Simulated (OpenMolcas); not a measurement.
## As IV: effect of the active space

```yaml
Program: OpenMolcas 26.06
Method: MS-CASPT2 or its RAS form, IPEA 0.25 Eh, imaginary shift 0.1 Eh
Basis: ANO-RCC-VTZP
Scalar_Hamiltonian: DKH2, point nucleus
Spin-orbit_coupling: RASSI with atomic mean-field integrals over the reference wave functions, term energies averaged over their components
```

A. 2 electrons in 4 orbitals (4s 4p); 2S+1 = 3 even, 3 roots; 2S+1 = 1 even, 7 roots; 2S+1 = 3 odd, 3 roots; 2S+1 = 1 odd, 3 roots; closed shells correlated: 3d; CASPT2 step roughly 2.2 core-seconds
B. 2 electrons in 8 orbitals (4s 4p 5s 5p); 2S+1 = 3 even, 3 roots; 2S+1 = 1 even, 7 roots; 2S+1 = 3 odd, 3 roots; 2S+1 = 1 odd, 3 roots; closed shells correlated: 3d; CASPT2 step about 4 core-seconds
C. 2 electrons in 9 orbitals (RAS2 4s 4p; RAS3 4d, at most 2 electrons); 2S+1 = 3 even, 3 roots; 2S+1 = 1 even, 7 roots; 2S+1 = 3 odd, 3 roots; 2S+1 = 1 odd, 3 roots; closed shells correlated: 3d; CASPT2 step roughly 5 core-seconds

Energies in eV above 4s² ¹S₀, the measured ground level; measured values from Moore, Atomic Energy Levels, vol. II, NSRDS-NBS 35 (1971 reprint of NBS Circular 467, 1952).

```json
{"Level": "4s² ¹S₀", "A": "0.0000", "B": "0.0000", "C": "0.0000", "Measured": "0.0000"}
{"Level": "4s 4p ³P°₀", "A": "9.066", "B": "9.080", "C": "9.051", "Measured": ""}
{"Level": "4s 4p ³P°₁", "A": "9.194", "B": "9.207", "C": "9.178", "Measured": "9.5421"}
{"Level": "4s 4p ³P°₂", "A": "9.466", "B": "9.479", "C": "9.450", "Measured": "9.8558"}
{"Level": "4s 4p ¹P°₁", "A": "14.143", "B": "14.123", "C": "13.978", "Measured": "13.8890"}
```

Deviations, from unrounded energies. A percentage is the sum of absolute deviations over the sum of measured energies, with the sign that they share, or ± where signs differ.

```
           Against measurement  Levels     A     B     C
mean absolute deviation (cm-1)       3  2700  2500  2300
      other configurations (%)       3  ±3.0  ±2.8  ±2.6
```

C lies closest to measurement on these levels and A furthest from it. The largest miss of C in the table is 4s 4p ³P°₂, by -3300 cm-1. The ranking rests on the paired levels alone, and a cruder setting can come out closer through cancelling errors.

Among A to C the level of the table that moves most is 4s 4p ¹P°₁, by 1300 cm-1 (lowest in C, highest in A). Moves below CASPT2's spread within the term are not significant.

Over all roots computed the reference weight is 0.93 to 0.99 in A, 0.92 to 0.99 in B; the roots of lowest weight are the least certain, and an intruder state may touch them. Active for correlation alone: 5p 5s; no level in the range computed is led by a configuration that fills them, so any true level of that kind is missing (holds for B). Active for correlation alone: 4d; no level in the range computed is led by a configuration that fills it, so any true level of that kind is missing (holds for C). Measured partners are found by configuration, term and J. A level has none where our copy of the source lacks it or the pairing is in doubt (some pairs that miss far off the trend of their configuration count as doubtful), and it then counts in no deviation. Levels of configurations outside the active space are missing. The table leaves out levels that lie high or whose names do not pair safely across all columns.

° marks odd parity.
